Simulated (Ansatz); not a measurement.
Ansatz (a first-principles code) input (B3LYP-D3(BJ)/def2-TZVP):

Ansatz 0.2 input:
```yaml
crystal:
  periodic: [false, false, false]
  atoms:
    - {symbol: In, position_ang: [0.16646889, 0.55455406, 0.38748535]}
    - {symbol: Cl, position_ang: [2.17716382, -0.49501684, -0.65061553]}
    - {symbol: Cl, position_ang: [-0.94790663, -1.21808543, 1.74308284]}
    - {symbol: Cl, position_ang: [-1.39195498, 1.11653773, -1.47735958]}
basis:
  gaussian:
    orbitals: def2-TZVP
hamiltonian:
  xc: b3lyp
  dispersion: d3bj
total_charge: -1
magnetization: {spin_polarized: true, initial_magnetization: 1}
relax: {f_tol: 0.002, max_steps: 150}
```

Output:

```
Functional definition: B3LYP
integrals: 0.10 GiB planned
1254 factors; their error is unknown
mean field: 1.25 GiB planned
mean field evaluation 1: about -42752.0411 eV, gradient 1.0e1 eV
mean field evaluation 2: about -42751.6339 eV, gradient 1.4e1 eV
mean field evaluation 4: about -42752.5578 eV, gradient 4.0e-1 eV
mean field evaluation 8: about -42752.6877 eV, gradient 1.2e-1 eV
mean field evaluation 16: about -42752.6878 eV, gradient 1.9e-5 eV
mean field -42752.68775416 eV, -1571.1322961529 hartree, gradient 1.9e-5 eV, S^2 0.752256; 0 other end points of the search recorded, 0 dependent functions left out
the calculation of the forces begins
reference -42752.68802225 eV, -1571.1323060050 hartree; 37, 36 occupied and 124, 125 virtual orbitals, 1254 factors
relax step   1: F+E_penalty+E_count = -42752.93129602 eV  Δ(F+E_penalty+E_count) = +0.000e0 eV  max|allowed force component| = 1.783e-1 eV/Å  Δτ_max = 0.0000 Å  (28 SCF iters, accepted)
these checks for a lower state are left out or cut short: starts, cluster_reference, orbital_swaps, neighbouring_geometries, increment
integrals: 0.10 GiB planned
1254 factors; their error is unknown
mean field: 1.25 GiB planned
mean field -42752.69342809 eV, -1571.1325046659 hartree, gradient 1.8e-5 eV, S^2 0.752197; 0 other end points of the search recorded, 0 dependent functions left out
the calculation of the forces begins
reference -42752.69369625 eV, -1571.1325145206 hartree; 37, 36 occupied and 124, 125 virtual orbitals, 1254 factors
relax step   2: F+E_penalty+E_count = -42752.93603876 eV  Δ(F+E_penalty+E_count) = -4.743e-3 eV  max|allowed force component| = 2.910e-2 eV/Å  Δτ_max = 0.0451 Å  (31 SCF iters, accepted)
these checks for a lower state are left out or cut short: starts, cluster_reference, orbital_swaps, neighbouring_geometries, increment
integrals: 0.10 GiB planned
1254 factors; their error is unknown
mean field: 1.25 GiB planned
mean field -42752.69353318 eV, -1571.1325085280 hartree, gradient 1.1e-5 eV, S^2 0.752207; 0 other end points of the search recorded, 0 dependent functions left out
the calculation of the forces begins
reference -42752.69380136 eV, -1571.1325183833 hartree; 37, 36 occupied and 124, 125 virtual orbitals, 1254 factors
relax step   3: F+E_penalty+E_count = -42752.93616369 eV  Δ(F+E_penalty+E_count) = -1.249e-4 eV  max|allowed force component| = 1.905e-4 eV/Å  Δτ_max = 0.0055 Å  (33 SCF iters, accepted)
integrals: 0.10 GiB planned
1254 factors; their error is unknown
mean field: 1.25 GiB planned
mean field evaluation 32: about -42752.5648 eV, gradient 1.1e-1 eV
mean field -42752.69353318 eV, -1571.1325085280 hartree, gradient 1.1e-5 eV, S^2 0.752207; 1 other end points of the search recorded, 0 dependent functions left out
the calculation of the forces begins
reference -42752.69380136 eV, -1571.1325183833 hartree; 37, 36 occupied and 124, 125 virtual orbitals, 1254 factors
Total energy: -42752.93643187 eV, -1571.1414348900 hartree
Atom 0 at     0.157153     0.522849     0.365759 Å, force    -0.000072    -0.000191    -0.000161 eV/Å
Atom 1 at     2.188134    -0.485485    -0.645235 Å, force     0.000070     0.000061     0.000034 eV/Å
Atom 2 at    -0.947958    -1.211175     1.757017 Å, force    -0.000000     0.000022     0.000115 eV/Å
Atom 3 at    -1.393558     1.131801    -1.474948 Å, force     0.000003     0.000107     0.000011 eV/Å
Dipole moment:     0.122702     0.418987     0.286829 e Å
```
